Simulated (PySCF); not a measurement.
A TDDFT job was run through a driver script with this input:

```
{"job": {"kind": "uv", "xc": "PBE0", "basis": "def2-SVPD", "nstates": 8, "ntriplets": 3}, "charge": 1, "multiplicity": 1}
C      2.336001     2.020771     0.736675
C      1.795041     1.086956     0.210302
C      1.138642    -0.005697    -0.417607
C      1.787595    -0.793824    -1.286184
Si    -0.669813    -0.219976     0.071527
C     -2.005745     0.423316    -1.087159
C     -1.062893    -1.051317     1.712705
H      2.838383     2.829998     1.179897
H      2.824145    -0.615174    -1.520793
H      1.315057    -1.626973    -1.777234
H     -2.308848    -0.342392    -1.801664
H     -2.900693     0.725843    -0.542945
H     -1.658522     1.281384    -1.665679
H     -1.200056    -2.125420     1.584885
H     -0.256464    -0.916319     2.435647
H     -1.979429    -0.662231     2.156218
```

Output (SCF cycles cut):

```
converged SCF energy = -522.5242551814

Static polarisability (au): isotropic 93.061, principal 75.942 92.912 110.328

Singlet excitations
state   eV       nm        f      main configurations
  1   2.6240    472.5   0.00179   H->L 0.99
  2   3.4596    358.4   0.03897   H-1->L 0.96
  3   4.9275    251.6   0.00248   H-2->L 0.94
  4   4.9518    250.4   0.00219   H-1->L+1 0.95
  5   5.3033    233.8   0.04724   H-3->L 0.81, H->L+1 0.13
  6   5.3933    229.9   0.13879   H->L+1 0.67, H-3->L 0.15
  7   5.6049    221.2   0.01483   H->L+2 0.90
  8   5.7517    215.6   0.00367   H-4->L 0.93

Triplet excitations (Tamm-Dancoff, eV): 2.5135 3.0459 3.2496
```

Method used: TDDFT PBE0/def2-SVPD, vertical, gas phase, core orbitals frozen in the response (PySCF). Geometry: GFN2-xTB; no solvent, vibrations or thermal averaging.

(1) What share of the summed oscillator strength falls to the strongest level in this window?

(2) What is the total energy of state 1 at this geometry?

(3) Give the mean polarisability in Å³.

(4) Does any listed singlet fall in the visible range?

(5) Give the energy of state 1 in hartree, cm⁻¹ and kJ/mol.

(6) Write the structure that the coordinates describe.

Results:

(1) State 6 at 230 nm: 0.1388 of 0.2500, or 56%.

(2) -522.52426 + 0.09643 = -522.42783 hartree.

(3) 93.06 au × 0.148185 = 13.79 Å³.

(4) S1 lies in the visible range (380 to 750 nm), at 473 nm, f = 0.0018; light of that wavelength is blue, and its complementary colour is yellow; a Tamm–Dancoff triplet lies at 493 nm, without intensity as long as spin–orbit coupling is left out.

(5) 0.09643 hartree, 21164 cm⁻¹, 253.2 kJ/mol.

(6) `C#CC(=C)[Si+](C)C` ([C6H9Si]+), point group C1.

H and L stand for HOMO and LUMO.

The run took 1.9 min wall (with the writing of density and orbital grids) on Intel Xeon at 2.50 GHz, one thread, no GPU, shared host with 64 logical CPUs at a one-minute load of 58, and the process peaked at 0.86 GiB of memory.

Shape of the structure used: `[CH:1]#[C:2][C:3](=[CH2:4])[Si+:5]([CH3:6])[CH3:7]`: C2–C3–Si5–C6 100°.
